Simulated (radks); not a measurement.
Q: Species: Ti IX. Configuration: [Ne] 3s2 3p2. All-electron calculation, Dirac Kohn-Sham, PBE, spin-unpolarised, spherical densities, finite nucleus; open shells fill j = l - 1/2 first; Fermi nuclear charge, rms radius 3.5921 fm. Program: a radial shooting solver on a logarithmic mesh with Libxc functionals.

Spin-orbit splittings of the eigenvalues, e(l+1/2) - e(l-1/2), with zeta = 2 splitting/(2l+1) and mean radii in bohr:

shell  occ.  splitting (eV)  zeta (eV)  <r> j=l-1/2  <r> j=l+1/2
2p        6           5.854      3.903       0.2858       0.2885
3p        2               ?          ?       0.9121       0.9168

Estimate the 3p splitting.

A: 0.9588 eV (zeta = 0.6392 eV).
